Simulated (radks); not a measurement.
The numbers below are computed, except where a source is named.
All-electron atom: the zinc ion Zn8+ in [Ar] 3d4. Code: a radial shooting solver on a logarithmic mesh with Libxc functionals. Model: scalar-relativistic Kohn-Sham, r2SCAN, spin-polarised, spherical densities, finite nucleus; open shells are filled with parallel spins first; meta-GGA in the generalised Kohn-Sham scheme; Fermi nuclear charge, rms radius 3.9283 fm.

X-ray form factor f0, the Fourier transform of the density (f0(0) = 22):

| sin(theta)/lambda (1/angstrom) | f0 (electrons) |
|---|---|
| 0.05 | 21.884 |
| 0.1 | 21.544 |
| 0.15 | 20.995 |
| 0.2 | 20.265 |
| 0.25 | 19.388 |
| 0.3 | 18.401 |
| 0.4 | 16.254 |
| 0.5 | 14.105 |
| 0.6 | 12.161 |
| 0.8 | 9.230 |
| 1 | 7.491 |
| 1.25 | 6.297 |
| 1.5 | 5.508 |
| 2 | 4.120 |
